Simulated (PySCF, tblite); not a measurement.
Isomers of C6H9O (doublet state). Method: GFN2-xTB as coded in tblite; computed harmonic values from a numerical Hessian at the method's own geometry, unscaled. Errors from tens to a few hundred cm⁻¹ against measured bands are possible. One conformer each. Open shells enter through the occupations alone, without spin polarisation, and single modes of such species can be off by tens of per cent.

Electronic energies: B3LYP/pcH-1 single points on the GFN2-xTB geometries (PySCF, gas phase).

```
                SMILES  electronic energy, lowest = 0 (kJ/mol)
     [CH2]CC(=C)C(C)=O                                     0.0
       C=C/C(C)=[C]\OC                                   120.0
[H]/[C]=C\[C@H](C=O)CC                                    75.7
```

Problem. How do GFN2-xTB zero-point energies change the relative energies?

Solution. 
```json
{"SMILES": "[CH2]CC(=C)C(C)=O", "ZPE (kJ/mol)": "335.8", "of it from modes above 1550 cm⁻¹": "183.6", "electronic (kJ/mol)": "0.0", "with ZPE, lowest = 0 (kJ/mol)": "0.0", "lowest mode (cm⁻¹)": "36", "rings": "0"}
{"SMILES": "[H]/[C]=C\\[C@H](C=O)CC", "ZPE (kJ/mol)": "339.2", "of it from modes above 1550 cm⁻¹": "182.5", "electronic (kJ/mol)": "75.7", "with ZPE, lowest = 0 (kJ/mol)": "79.1", "lowest mode (cm⁻¹)": "64", "rings": "0"}
{"SMILES": "C=C/C(C)=[C]\\OC", "ZPE (kJ/mol)": "340.0", "of it from modes above 1550 cm⁻¹": "182.9", "electronic (kJ/mol)": "120.0", "with ZPE, lowest = 0 (kJ/mol)": "124.2", "lowest mode (cm⁻¹)": "90", "rings": "0"}
```

The zero-point energies span 4.2 kJ/mol, from `[CH2]CC(=C)C(C)=O` to `C=C/C(C)=[C]\OC`. The order is unchanged.

Problem. And how do the electronic energies of GFN2-xTB itself compare?

Solution. `[CH2]CC(=C)C(C)=O` 0.0; `[H]/[C]=C\[C@H](C=O)CC` 62.0; `C=C/C(C)=[C]\OC` 49.8 kJ/mol, lowest = 0. Against the energies above, taken from the same isomer `[CH2]CC(=C)C(C)=O`, the largest difference is 70.2 kJ/mol.

Problem. What do entropy and thermal enthalpy add at 298.15 K and 1 bar (rigid rotor, harmonic oscillator, one conformer each)?

Solution. 
```tsv
SMILES	point group	symmetry number	S (J/(mol K))	H − H(0) (kJ/mol)	ZPE + H − H(0) − TS (kJ/mol)
[CH2]CC(=C)C(C)=O	C1	1	382.2	25.18	247.1
[H]/[C]=C\[C@H](C=O)CC	C1	1	387.5	25.45	249.1
C=C/C(C)=[C]\OC	C1	1	382.1	25.51	251.6
```

S holds R ln(2S + 1) for the spin.
